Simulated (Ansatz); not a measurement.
Consider the cleavage of the Si–Ge bond: `[SiH3][GeH]([SiH3])[Cl]` + `CNCF` → `CN([SiH3])CF` + `[SiH3][GeH2][Cl]`.

Isolated molecules relaxed with PBE0-D4/def2-TZVP in Ansatz; ΔE leaves out vibrations. CCSD(T)/CBS adds triple-zeta CCSD(T) − MP2 to the extrapolated MP2 energy (def2 sets, frozen cores). DFT in def2-TZVPP. B3LYP here is the variant with VWN-RPA as its local correlation; programs differ in this. For Ge outer-core shells are correlated without core-valence functions, which leaves a few kJ/mol of doubt a bond. Scalar relativity is left out up to krypton. One conformer a species, not always the lowest.

| level | ΔE (kJ/mol) | difference from CCSD(T)/CBS |
| --- | --- | --- |
| r2SCAN-D4 | -12.0 | 4.7 |
| PBE | -1.1 | 15.6 |
| r2SCAN | -11.8 | 4.9 |
| PBE0 | -5.8 | 10.9 |
| B3LYP | -13.7 | 3.0 |
| HF/def2-TZVPP | -27.3 | -10.6 |
| CCSD/def2-TZVPP | -19.9 | -3.2 |
| CCSD(T)/def2-TZVPP | -19.0 | -2.3 |
| MP2/def2-QZVPP | -22.7 | -6.0 |
| CCSD/CBS(def2) | -17.7 | -1.0 |
| CCSD(T)/CBS | -16.7 | 0 |

Largest T1 diagnostic among the species: 0.012.

In def2-TZVPP, CCSD(T) changes the Hartree–Fock value by +8.3 kJ/mol (the triples alone add +1.0 kJ/mol) and MP2 by +3.9 kJ/mol. From PBE to PBE0 (25 % exact exchange), in def2-TZVPP and without D4, ΔE moves by −4.7 kJ/mol.

CCSD(T)/CBS has its own doubt, a few kJ/mol and more with outer-core shells, so smaller differences from it don't rank the levels.
